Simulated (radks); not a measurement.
Values are calculated unless marked as measured or tabulated.
Question: Neutral gold, [Xe] 4f14 5d10 6s1. Code: a radial shooting solver on a logarithmic mesh with Libxc functionals. Model: non-relativistic Kohn-Sham, exchange-only PBE, spin-polarised, spherical densities, point nucleus. Every spin shell is full or empty, so the densities are truly spherical. Functionals are evaluated on that one density, not self-consistently. Rank these orbital-free kinetic functionals by their error against the exact value of the orbitals, and give that value: Thomas-Fermi, von Weizsacker, TF + vW, TF + vW/9, TF + vW/5, LC94, APBEK, revAPBEK, Perdew 92, Thakkar, Pearson, LKT, PG1, DePristo-Kress, Ernzerhof.

Answer: Exact: 17864.3 hartree. From best to worst, with 100 (|E| - |E exact|)/|E exact| (equal figures are ties): LC94 +0.01, APBEK +0.04, revAPBEK +0.17, DePristo-Kress -0.21, Ernzerhof -0.48, Perdew 92 -0.69, TF + vW/9 -0.70, Thakkar -0.79, Pearson -0.85, TF + vW/5 +2.47, Thomas-Fermi -4.65, PG1 +12.45, LKT +15.98, TF + vW +30.91, von Weizsacker -64.44.
